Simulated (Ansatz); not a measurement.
Basis-set extrapolation for CH7AlBNSi, SMILES `B[SiH2][CH]1[NH][AlH]1` (PBE0-D4/def2-TZVP geometry, frozen core, the Gaussian-basis code of Ansatz). Multiplicity 1, RHF reference.

```tsv
	def2-TZVPP	def2-QZVPP
HF	-651.899020	-651.920949
MP2 correlation	-0.676477	-0.722850
CCSD(T) correlation	-0.760846	not run
```

Energies in hartree. Use E(X) = E(∞) + A·exp(−7.88·√X) for Hartree–Fock and E(X) = E(∞) + B·X^(−2.97) for correlation, with X = 3 and 4, and add CCSD(T) minus MP2 of the smaller set to the MP2 limit.

Problem. What is the CCSD(T) energy at the basis-set limit?

Solution. HF limit: -651.920949 + (-0.021929) × 0.13774 = -651.92397. MP2 limit: -0.722850 + (-0.046373) × 0.74074 = -0.75720. Higher-order term: -0.760846 − (-0.676477) = -0.08437. Total: -652.76554 hartree, 66.3 kcal/mol below CCSD(T)/def2-TZVPP.
